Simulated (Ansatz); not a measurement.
`[OH][Al]([Cl])[SiH2]Cl` + `O[SiH](F)S` → `O[SiH](F)S[SiH2]Cl` + `[OH][AlH][Cl]`  (cleavage of the Si–Al bond)

Computed with Ansatz on PBE0-D4/def2-TZVP structures; ΔE is electronic, products minus reactants. CBS: MP2 limit from def2 TZ/QZ plus the TZ coupled-cluster correction, frozen cores. This one scheme is used for every species. Functionals use def2-TZVPP. One conformer a species, not always the lowest.

```json
{"level": "PBE", "ΔE (kJ/mol)": "-49.2"}
{"level": "SCS-MP2/def2-TZVPP", "ΔE (kJ/mol)": "-69.6"}
{"level": "CCSD/def2-TZVPP", "ΔE (kJ/mol)": "-59.9"}
{"level": "CCSD/CBS(def2)", "ΔE (kJ/mol)": "-63.5"}
```

Q: What does CCSD(T)/CBS give? (Estimate.)

A: Computed: -65.0 kJ/mol. The listed levels differ from it by 15.8, -4.6, 5.1, 1.5 kJ/mol.

Largest T1 diagnostic among the species: 0.012.

From PBE to PBE0 (25 % exact exchange), in def2-TZVPP and without D4, ΔE moves by −4.3 kJ/mol. The D4 term adds −8.5 kJ/mol with B3LYP and −4.4 kJ/mol with PBE0; it sums over pairs of atoms, weighted by their polarisabilities, and B3LYP, whose exchange is more repulsive, gets the larger term.

B3LYP here is the variant with VWN-RPA as its local correlation; programs differ in this.
